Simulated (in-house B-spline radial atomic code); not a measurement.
Whole-atom quantities along the 2-electron series, configuration 1s2. Computed with a B-spline radial code for spherical atoms: non-relativistic Hartree-Fock, average of the configuration, point nuclei.

This level leaves out relativity, spin-orbit splitting included, which matters for heavy ions.

```tsv
ion	Z	E/Z² (Eh)	Σ<r²> (bohr²)	n(0)/Z³ (bohr⁻³)	Lamb diamagnetic shielding (ppm)	repulsion over attraction
Pm59+	61	-0.98978	0.0016338	0.62968	2154.46	0.0051193
Sm60+	62	-0.98995	0.0015811	0.62979	2189.96	0.0050368
Eu61+	63	-0.99011	0.001531	0.6299	2225.46	0.0049569
Gd62+	64	-0.99026	0.0014833	0.63	2260.96	0.0048795
Tb63+	65	-0.99041	0.0014377	0.63011	2296.46	0.0048045
Dy64+	66	-0.99056	0.0013942	0.6302	2331.97	0.0047318
Ho65+	67	-0.9907	0.0013526	0.6303	2367.47	0.0046612
Er66+	68	-0.99083	0.0013129	0.63039	2402.97	0.0045927
Tm67+	69	-0.99097	0.0012749	0.63048	2438.47	0.0045262
```

Task: With what power of Z does the column «Σ<r²> (bohr²)» change over this range?

Result: A fit of the logarithm of its size against log Z from Z = 61 to 69 has slope -2.01. Unscreened non-relativistic hydrogenic orbitals would give -2.
